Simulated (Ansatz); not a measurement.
A run for Ansatz (a first-principles code): U-CCSD(T)/def2-TZVPP on FIPb (SMILES [F][Pb][I]), a point of a bond scan (R = 6.517 Å). Elements past Kr take the def2 small-core potentials; no spin–orbit coupling. The run froze 19 orbitals, filled d shells among them.

Ansatz 0.2 input:
```yaml
crystal:
  periodic: [false, false, false]
  atoms:
    - {symbol: Pb, position_ang: [0.54632348, -0.46465695, 0.74031944]}
    - {symbol: F, position_ang: [1.67669223, -1.49135570, -0.64500339]}
    - {symbol: I, position_ang: [-3.30916652, 2.84000428, -3.34491862]}
basis:
  gaussian:
    orbitals: def2-TZVPP
correlation: {method: ccsd_t, electrons: outside_noble_gas}
scf: {omitted_lower_state_checks: [cluster_reference]}
magnetization: {spin_polarized: true, initial_magnetization: 0}
```

Output:

```
WARN ansatz: RAYON_NUM_THREADS=1 ignored (pool sized by the plan → 1); use --threads N
Functional definition: HF
these checks for a lower state are left out or cut short: cluster_reference
integrals: 0.40 GiB planned
1178 factors; integrals over basis functions are off by at most 6.3e-4 eV
mean field: 0.61 GiB planned
mean field evaluation 1: about -15994.9834 eV, gradient 2.7e1 eV
mean field evaluation 2: about -15994.9838 eV, gradient 2.7e1 eV
mean field evaluation 4: about -15996.2998 eV, gradient 1.8e1 eV
mean field evaluation 8: about -15998.2965 eV, gradient 4.9e-1 eV
mean field evaluation 16: about -15998.3767 eV, gradient 5.8e-2 eV
mean field evaluation 32: about -15998.3772 eV, gradient 5.3e-5 eV
mean field evaluation 64: about -16000.3222 eV, gradient 5.3e-2 eV
mean field evaluation 96: about -16000.3252 eV, gradient 2.6e-3 eV
mean field evaluation 128: about -16000.3247 eV, gradient 6.2e-3 eV
mean field evaluation 160: about -15998.1667 eV, gradient 2.6e0 eV
mean field evaluation 192: about -15999.5666 eV, gradient 8.5e0 eV
mean field evaluation 224: about -16000.3230 eV, gradient 1.2e-2 eV
mean field evaluation 256: about -16000.3248 eV, gradient 2.9e-2 eV
mean field evaluation 288: about -16000.2594 eV, gradient 2.6e0 eV
mean field evaluation 320: about -16000.3057 eV, gradient 6.9e-1 eV
mean field evaluation 352: about -16000.3230 eV, gradient 3.3e-3 eV
mean field evaluation 384: about -15995.6919 eV, gradient 1.3e0 eV
mean field evaluation 416: about -15925.6067 eV, gradient 5.2e1 eV
mean field evaluation 448: about -16000.3253 eV, gradient 8.0e-11 eV
mean field -16000.32525009 eV, -588.0011075309 hartree, gradient 8.0e-11 eV, S^2 1.019322; 21 other end points of the search recorded, 0 dependent functions left out
19 core orbitals not correlated, not the lowest: weight in the atoms' cores, before any rotation towards them, 0.969 or more for the frozen orbitals, at most 0.033 for the correlated occupied ones
reference -16000.32525009 eV, -588.0011075309 hartree; 9, 9 occupied and 103, 103 virtual orbitals, 1178 factors
second order -11.61896832 eV of doubles, -0.00000000 eV of singles
coupled cluster: 0.91 GiB planned
cycle   1  -11.81581082 eV  change   -2.0e-1 eV  update   1.0e-1
cycle   2  -12.11672624 eV  change   -3.0e-1 eV  update   4.1e-2
cycle   3  -12.23291278 eV  change   -1.2e-1 eV  update   2.2e-2
cycle   4  -12.23131610 eV  change    1.6e-3 eV  update   6.2e-3
cycle   5  -12.22789590 eV  change    3.4e-3 eV  update   3.2e-3
cycle   6  -12.22878435 eV  change   -8.9e-4 eV  update   1.2e-3
cycle   7  -12.22872032 eV  change    6.4e-5 eV  update   4.8e-4
cycle   8  -12.22856225 eV  change    1.6e-4 eV  update   1.5e-4
cycle   9  -12.22859028 eV  change   -2.8e-5 eV  update   6.2e-5
cycle  10  -12.22861371 eV  change   -2.3e-5 eV  update   2.3e-5
cycle  11  -12.22859346 eV  change    2.0e-5 eV  update   1.1e-5
coupled cluster: 0.92 GiB planned
perturbative correction -0.38466483 eV, -0.0141361718 hartree
Total energy: -16012.93850838 eV, -588.4646362236 hartree
Checks for a lower state left out: cluster_reference
```

The calculation finished and met its thresholds. Its determinant has ⟨S²⟩ = 1.02, a mixture of spin states.

Cost: very roughly 2.9 core-minutes.
